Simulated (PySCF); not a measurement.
## Correlation energy of Zn⁺ (zinc, charge +1)

[Ar] 3d10 4s1, 2S determinant. All numbers are calculated (PySCF 2.14, scalar relativity through the core potential, in aug-cc-pVTZ-PP with ECP10MDF (6s6p5d3f2g, 88 functions)). Frozen: 3s2 3p6; 11 electrons correlated.

| level | correlation energy (mhartree) |
| --- | --- |
| CCSD | -443.27 |
| (T) | -14.04 |
| CCSD(T) | -457.31 |

Diagnostics: T1 = 0.012, D1 = 0.0378, largest double amplitude 0.016.

Cost of the coupled-cluster step: roughly 40 core-seconds, for 11 correlated electrons.

Iterations:

```
CC2 = 0
CCSD nocc = (np.int64(6), np.int64(5)), nmo = (84, 84)
frozen orbitals [[0, 1, 2, 3], [0, 1, 2, 3]]
max_cycle = 100
direct = 0
conv_tol = 1e-08
conv_tol_normt = 1e-06
diis_space = 8
diis_start_cycle = 0
Init t2, MP2 energy = -0.49045510272299
Init E_corr(UCCSD) = -0.490455102745457
cycle = 1  E_corr(UCCSD) = -0.428287797724028  dE = 0.062167305  norm(t1,t2) = 0.0781596
cycle = 2  E_corr(UCCSD) = -0.446850356087565  dE = -0.0185625584  norm(t1,t2) = 0.0317159
cycle = 3  E_corr(UCCSD) = -0.443214473594123  dE = 0.00363588249  norm(t1,t2) = 0.0167971
cycle = 4  E_corr(UCCSD) = -0.443004478992131  dE = 0.000209994602  norm(t1,t2) = 0.00274922
cycle = 5  E_corr(UCCSD) = -0.443254266932654  dE = -0.000249787941  norm(t1,t2) = 0.000581119
cycle = 6  E_corr(UCCSD) = -0.443278712837003  dE = -2.44459043e-05  norm(t1,t2) = 9.57233e-05
cycle = 7  E_corr(UCCSD) = -0.44327005977698  dE = 8.65306002e-06  norm(t1,t2) = 3.64517e-05
cycle = 8  E_corr(UCCSD) = -0.443270619666684  dE = -5.59889704e-07  norm(t1,t2) = 6.40138e-06
cycle = 9  E_corr(UCCSD) = -0.443270950280777  dE = -3.30614093e-07  norm(t1,t2) = 1.32865e-06
cycle = 10  E_corr(UCCSD) = -0.443270975820637  dE = -2.55398604e-08  norm(t1,t2) = 3.36047e-07
cycle = 11  E_corr(UCCSD) = -0.443270968472272  dE = 7.34836592e-09  norm(t1,t2) = 8.61723e-08
UCCSD converged
E(UCCSD) = -226.1197975806173  E_corr = -0.4432709684722715
UCCSD(T) correction = -0.0140449376656612
```
